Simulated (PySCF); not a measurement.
I3Y, SMILES [I][Y-]([I])[I] (connectivity only; charge and spin as stated), charge -1, multiplicity 2.

The structure is a stationary point at PBE0-D3(BJ)/def2-SVPD. The multiplicity is an assumed one; other spin states were not compared. The def2 effective core potentials stand for the cores of I, Y; spin–orbit coupling is left out.

Two levels are set side by side: PBE/def2-SVPD (PySCF) and PBE0/def2-SVPD (PySCF). Same geometry, gas phase. Differences are taken from unrounded values.

```tsv
quantity	PBE0
α-spin orbital gap (eV)	3.06
β-spin orbital gap (eV)	5.84
mean polarisability (bohr³)	195.4
```

What does PBE give, and how far is it from PBE0? (An estimate is asked for; the answer gives what the named calculation found.)


```tsv
quantity	PBE	PBE minus PBE0
α-spin orbital gap (eV)	1.30	-1.75
β-spin orbital gap (eV)	4.10	-1.74
mean polarisability (bohr³)	213.9	18.4
```

Loosely held outer electrons make PBE densities more polarisable. Differences between two approximate levels are no errors against the true value.

Rough cost on one machine, each run with all the roots and properties that it gave: PBE0 against PBE within a factor of 2.
